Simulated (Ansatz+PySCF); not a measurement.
Results of a calculation; reference values are marked as such.
## Ansatz (development build ahead of 0.2.0) run

```yaml
crystal:
  periodic: [false, false, false]
  atoms:
    - { symbol: Mg, position_ang: [-0.98068, -0.95275, -0.91866] }
    - { symbol: O, position_ang: [-1.05182, -1.00104, 0.98581] }
    - { symbol: O, position_ang: [-1.05717, 0.99341, -1.03866] }
    - { symbol: Mg, position_ang: [-0.91807, 0.98287, 0.93118] }
    - { symbol: O, position_ang: [1.00066, -1.06369, -1.00613] }
    - { symbol: Mg, position_ang: [0.91221, -0.94117, 0.98018] }
    - { symbol: Mg, position_ang: [0.92631, 0.95689, -0.89232] }
    - { symbol: O, position_ang: [1.03656, 1.04515, 0.98018] }
basis:
  gaussian: { orbitals: def2-SVP }
hamiltonian:
  xc: hf
correlation:
  method: mp2
  frozen_orbitals: { Mg: 1, O: 1 }
scf:
  omitted_lower_state_checks: [stability, starts, atomic_configurations, cluster_reference, orbital_swaps, given_window_search, neighbouring_geometries, increment]
```

The input is written out in the form of the current development build from the run's settings.

Results

| Property | Result |
| --- | --- |
| Converged | yes |
| Reference energy | -1097.65570 hartree |
| Correlation energy | -0.91680 hartree |
| Total energy | -1098.57250 hartree |
| Spin squared of the determinant | 0.000 |
